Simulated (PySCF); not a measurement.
Distorted geometries of Pb(NH2)2

Pb(NH2)2 (singlet). PySCF 2.14.0, RKS B3LYP, Pb def2-SVP with ECP60, N def2-SVP, H def2-SVP; non-relativistic Hamiltonian with scalar-relativistic core potentials where named; density fitting; no spin-orbit coupling. Relaxed geometry:

```xyz
7

Pb    0.0672   -1.3757    0.0123
N    -0.2692    0.1059    1.5490
H    -0.1658    1.1093    1.4083
H    -0.1881   -0.1159    2.5393
N     0.2475    0.1060   -1.5507
H     0.1770   -0.1418   -2.5355
H     0.0198    1.0901   -1.4227
```

**Question.** Order these distorted geometries by energy above the relaxed one, lowest first.
A.
```xyz
7

Pb   -0.0851   -1.4699   -0.0515
N    -0.2328    0.0667    1.5115
H    -0.0691    1.0639    1.3752
H    -0.2400   -0.1088    2.6095
N     0.2191    0.2160   -1.5620
H     0.2199   -0.0442   -2.3831
H     0.0764    1.0544   -1.4995
```
B.
```xyz
7

Pb    0.1436   -1.3261   -0.0118
N    -0.3158    0.1173    1.4860
H    -0.1728    1.1561    1.3123
H    -0.2630   -0.1411    2.7655
N     0.3613    0.0364   -1.3075
H     0.1357   -0.1157   -2.6283
H    -0.0006    1.0510   -1.6161
```
C.
```xyz
7

Pb    0.2479   -1.2113   -0.1237
N    -0.1392    0.2693    1.5544
H    -0.1881    1.0653    1.1653
H    -0.2960   -0.0152    2.8620
N     0.1850    0.1617   -1.4785
H     0.2515   -0.4057   -2.6042
H    -0.1727    0.9139   -1.3753
```

**Answer.** A (1.98 eV), B (3.75 eV), C (4.85 eV).

**Question.** Which forces (eV/Å) act in the one that lies 1.98 eV up?

**Answer.** 
```
Pb    0.18   1.93  -0.37
N    -0.06  -0.88   2.94
H     0.02  -0.05  -0.19
H     0.01   0.32  -3.04
N     1.91 -10.12  10.28
H     0.09  -3.69 -11.16
H    -2.16  12.49   1.53
```
Forces carry noise of the integration grid, about 0.01 to 0.03 eV/Å.
